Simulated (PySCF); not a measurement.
**Electronic structure of Ir (iridium, neutral) at the UHF level**

Configuration: [Xe] 4f14 5d7 6s1 7s1, high-spin 6F determinant (an excited configuration). All numbers are calculated (PySCF 2.14, scalar relativity by spin-free X2C-1e, in x2c-TZVPPall with one added diffuse shell each of s, p, d, f type (12s8p8d4f1g, 113 functions)).

* Total energy: -17823.782320 hartree
* One-electron energy: -24433.3293 hartree
* Hartree (Coulomb) energy: 6957.0547 hartree
* Exchange energy: -347.5077 hartree
* ⟨S²⟩: 8.7549
* ⟨L²⟩: 12.041
* Sum of ⟨r⟩: 51.39 bohr
* Sum of ⟨r²⟩: 135.1 bohr²
* Langevin diamagnetic susceptibility: -107 ×10⁻⁶ cm³/mol

| shell | electrons | mean orbital energy (hartree) | spread (hartree) | rms radius, mean of both spins (bohr) |
| --- | --- | --- | --- | --- |
| 1s α | 1 | -2812.39872 | 0 | 0.0197 |
| 1s β | 1 | -2812.39707 | 0 | 0.0197 |
| 2s α | 1 | -497.52156 | 0 | 0.0795 |
| 2s β | 1 | -497.50651 | 0 | 0.0795 |
| 2p α | 3 | -433.77638 | 0 | 0.0727 |
| 2p β | 3 | -433.76234 | 0 | 0.0727 |
| 3s α | 1 | -118.94009 | 0 | 0.203 |
| 3s β | 1 | -118.93379 | 0 | 0.203 |
| 3p α | 3 | -99.90427 | 0 | 0.205 |
| 3p β | 3 | -99.89923 | 0 | 0.205 |
| 3d α | 5 | -78.08368 | 0.00365 | 0.188 |
| 3d β | 5 | -78.07171 | 0.01178 | 0.188 |
| 4s α | 1 | -26.81343 | 0 | 0.450 |
| 4s β | 1 | -26.79265 | 0 | 0.450 |
| 4p α | 3 | -20.43273 | 0 | 0.479 |
| 4p β | 3 | -20.41487 | 0 | 0.479 |
| 4d α | 5 | -12.28776 | 0.01029 | 0.514 |
| 4d β | 5 | -12.26136 | 0.02513 | 0.514 |
| 5s α | 1 | -4.48764 | 0 | 1.05 |
| 5s β | 1 | -4.33562 | 0 | 1.05 |
| 4f α | 7 | -3.21879 | 0.01351 | 0.587 |
| 4f β | 7 | -3.20071 | 0.00443 | 0.587 |
| 5p α | 3 | -2.75526 | 0 | 1.22 |
| 5p β | 3 | -2.54451 | 0 | 1.22 |
| 5d α | 5 | -0.68677 | 0.03768 | 1.79 |
| 5d β | 2 | -0.58491 | 0 | 1.79 |
| 6s α | 1 | -0.48705 | 0 | 2.94 |
| 7s α | 1 | -0.08978 | 0 | 9.11 |

Spin-orbit coupling, absent here, splits the open shell strongly. The outer electron is Rydberg-like, and this basis confines it to a smaller radius and binds it less than a complete one would.

Densities and radii are taken from the X2C orbitals without a picture-change correction, which distorts them close to the nucleus.

Spin-orbit constants ζ (cm⁻¹) from the X2C one-electron operator on these orbitals: bare nucleus, nucleus screened by l(l+1)(2l+1)/3 electrons, and screened by the Breit-Pauli mean field of the electrons.

| shell | bare | screened nucleus | mean field |
| --- | --- | --- | --- |
| 2p | 8147000 | 7935000 | n/a |
| 3p | 1802000 | 1755000 | n/a |
| 3d | 280500 | 244100 | n/a |
| 4p | 422100 | 411100 | n/a |
| 4d | 57610 | 50130 | n/a |
| 4f | 11000 | 7001 | n/a |
| 5p | 62440 | 60820 | n/a |
| 5d | 4682 | 4074 | n/a |

To first order the Landé constant is A = -814.8 cm⁻¹, so the lowest level has J = 11/2 and lies 0.758 eV below the centre of the term. This holds in LS coupling only.
